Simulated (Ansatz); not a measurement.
Species: CH$_{2}$NO, charge -1, singlet. CH2NO- (SMILES O=C[NH-]).
B3LYP-D3(BJ)/def2-TZVP minimum from Ansatz (a first-principles code):
```
C
O 1 1.2510
N 1 1.3177 2 128.39
H 3 1.0213 1 106.95 2 180.00
H 1 1.1376 2 115.55 3 180.00
```
Charge -1, spin multiplicity 1.

Total energies in aug-cc-pVDZ, 18 correlated electrons, 3 frozen orbitals. Open shells are spin-unrestricted; no spin-orbit coupling. Correlated methods leave the cores frozen. No relativity.

```json
[
 {"method": "HF", "program": "Ansatz", "energy (Eh)": "-168.36218", "minus CCSDT(Q) (mEh)": "561.41"},
 {"method": "MP2", "program": "Ansatz", "energy (Eh)": "-168.88928", "minus CCSDT(Q) (mEh)": "34.31"},
 {"method": "CCSD", "program": "Ansatz", "energy (Eh)": "-168.89900", "minus CCSDT(Q) (mEh)": "24.59"},
 {"method": "CCSD(T)", "program": "Ansatz", "energy (Eh)": "-168.92122", "minus CCSDT(Q) (mEh)": "2.37"},
 {"method": "CCSDT(Q)", "program": "Ansatz", "energy (Eh)": "-168.92358", "minus CCSDT(Q) (mEh)": "0.00"}
]
```

Rough core times of Ansatz's runs on a shared machine: CCSD(T) under 20 s, CCSDT(Q) 20 min.
